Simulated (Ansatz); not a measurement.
One change: `CO[CH2][AlH][GaH2]` becomes `COCOC`.

Ansatz, PBE0-D4/def2-TZVP geometries, multiplicity 1. Each molecule was computed in one conformer, which needn't be the lowest.

Scalar relativity is left out up to krypton.

```
                                      property  `CO[CH2][AlH][GaH2]`
           LUMO energy (B3LYP/def2-TZVPP) / eV                 -1.71
zero-point energy (PBE0-D4/def2-TZVP) / kJ/mol                 236.1
           HOMO energy (B3LYP/def2-TZVPP) / eV                 -6.00
          HOMO–LUMO gap (PBE0/def2-TZVPP) / eV                  4.64
         HOMO energy (ωB97M-V/def2-TZVPP) / eV                 -8.13
             HOMO energy (PBE/def2-TZVPP) / eV                 -5.20
```

Task: Give the same properties after the change, and the shifts. (An estimate is asked.)

Result: Computed: 
```tsv
property	`COCOC`	shift
LUMO energy (B3LYP/def2-TZVPP) / eV	1.13	2.84
zero-point energy (PBE0-D4/def2-TZVP) / kJ/mol	298.5	62.4
HOMO energy (B3LYP/def2-TZVPP) / eV	-7.62	-1.62
HOMO–LUMO gap (PBE0/def2-TZVPP) / eV	9.34	4.70
HOMO energy (ωB97M-V/def2-TZVPP) / eV	-10.30	-2.17
HOMO energy (PBE/def2-TZVPP) / eV	-6.23	-1.03
```

With PBE0 the HOMO falls by 1.68 eV and the LUMO rises by 3.01 eV, so the gap widens by about 4.69 eV. PBE moves the HOMO by -1.03 eV and ωB97M-V by -2.17 eV.

B3LYP here is the variant with VWN-RPA as its local correlation; programs differ in this.
